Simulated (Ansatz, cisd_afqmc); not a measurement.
Species: SnOH2, charge 0, singlet. SnOH2 (SMILES [SnH][OH]).
B3LYP-D3(BJ)/def2-TZVP minimum from Ansatz (an electronic-structure program):
```
O
H 1 0.9631
Sn 1 1.9982 2 114.78
H 3 1.8028 1 94.34 2 0.00
```

Atomisation energy term by term, kcal/mol (programs: Ansatz, cisd_afqmc). UHF or UKS for unpaired electrons; spin-orbit terms are left out. Cores are frozen in correlated methods (noble-gas shells, and filled d and f shells in the p block). Past Kr the def2 sets carry scalar-relativistic core potentials. AFQMC/CISD: phaseless, guided by CISD from CCSD amplitudes; bars are statistical, one sigma. Outlying blocks are dropped, and bars are widened where a walk drifts. Over all cases where full CI ran beside it in this data, AFQMC minus full CI had a median of +0.1 mEh and passed +0.4 mEh in a tenth of the cases. CBS(X,Y): correlation extrapolated as X^-3, Hartree-Fock from the larger set. A bracket is a step between two methods taken in the basis named. Where a partner has so few electrons that a lower coupled-cluster level is exact, that level stands in. Spin-orbit terms, left out, reach several kcal/mol for Br and I, and more for heavier atoms.

| term | basis | kcal/mol |
|---|---|---|
| Hartree-Fock | def2-QZVPP | 164.93 |
| CCSD correlation | CBS(def2-TZVPP,def2-QZVPP) | 94.80 |
| (T) | CBS(def2-TZVPP,def2-QZVPP) | 6.28 |
| CCSDT(Q) - CCSD(T) | def2-TZVPP | 0.30 |
| CCSDTQ - CCSDT(Q) | def2-SVP | -0.11 |
| sum: De |  | 266.2 |

The step beyond CCSD(T) by other levels: CCSDTQ in def2-SVP 0.64; AFQMC/CISD in def2-SVP 1.14 ± 0.25; CCSDT(Q) in def2-SVP 0.75 kcal/mol.
